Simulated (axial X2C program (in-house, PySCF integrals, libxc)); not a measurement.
Values are calculated unless marked as measured or tabulated.
**RuH: input and output**

Program: an in-house relativistic program for diatomic molecules.

Input:
```json
{"zs": [44, 1], "q": 0, "bas": ["dyall-cv3z", "dyall-v3z"], "levels": ["PBE0", "HF", "r2SCAN"], "cc": true, "r0": 1.57, "thr": -2.0, "nmax": 90, "npts": 10, "nst": 2, "ntry": 6}
```
```bash
python so2c.py task.json out
```

Keys: zs atomic numbers; q charge; bas basis sets; levels methods; cc coupled cluster on or off; r0 starting distance in Å; thr threshold in hartree for freezing inner shells (an s shell follows its p shell); nmax most natural virtual spinors; npts points on the curve; nst determinants followed; ntry starts of the search. HF also brings MP2.

Output of the HF step, two-component, at R = 1.585 Å for the state Ω = 3/2. It starts from PBE0 orbitals of this distance.

```
two-component X2C + atomic mean field  HF
basis functions 167  fitting functions 766  grid points 5070
iter        total energy     max residual
   1      -4526.721768648     4.46e-01
   2      -4526.744152211     1.04e-02
   3      -4526.746566708     3.74e-02
   4      -4526.747338641     1.65e-02
   5      -4526.747579409     2.30e-03
   6      -4526.747676364     6.20e-03
   7      -4526.747705922     2.77e-03
   8      -4526.747717586     5.57e-04
   9      -4526.747722460     1.18e-03
  10      -4526.747726749     8.75e-04
  11      -4526.747730677     2.85e-04
  12      -4526.747734280     5.21e-04
  13      -4526.747736232     5.32e-04
  14      -4526.747736809     1.94e-04
  15      -4526.747736918     3.27e-05
  16      -4526.747736946     4.72e-05
  17      -4526.747736957     3.06e-05
  18      -4526.747736961     4.78e-06
  19      -4526.747736962     6.25e-06
  20      -4526.747736962     5.77e-06
  21      -4526.747736963     1.66e-06
converged
one-electron -6271.47446125  Coulomb 1865.09154819  exact exchange -132.81647188  xc functional 0.00000000  nuclear repulsion 14.69009292  atomic mean-field constant -2.23844494
correlated 9  virtual 222  natural virtual 90  E(MP2) -0.241213252  MP2 remainder -0.008279226
iter   CCSD correlation   residual
   1     -0.230508678   9.57e-02
   2     -0.235795835   4.53e-02
   3     -0.238083492   2.47e-02
   4     -0.238597684   1.02e-02
   5     -0.238787553   3.91e-03
   6     -0.238827020   1.61e-03
   7     -0.238829317   5.76e-04
   8     -0.238833734   2.50e-04
   9     -0.238830897   1.18e-04
  10     -0.238831052   6.57e-05
  11     -0.238830232   3.53e-05
  12     -0.238830643   1.85e-05
  13     -0.238830724   9.30e-06
  14     -0.238830954   4.43e-06
  15     -0.238831011   1.99e-06
  16     -0.238831058   1.00e-06
  17     -0.238831067   4.12e-07
(T) -0.011012696  T1 0.0431  D1 0.1101  max T2 0.040
```
Energies are in hartree; totals compare only within one Hamiltonian and basis. T1 is large, a sign of multireference character or of a spin-contaminated reference. T1 in the output is the amplitude norm over the root of the electron number; divide by √2 for the Lee–Taylor value. The determinant is spin-polarised beyond a pure state at some levels (its spin-free form has ⟨S²⟩ too high), which makes Re and μ there less reliable.
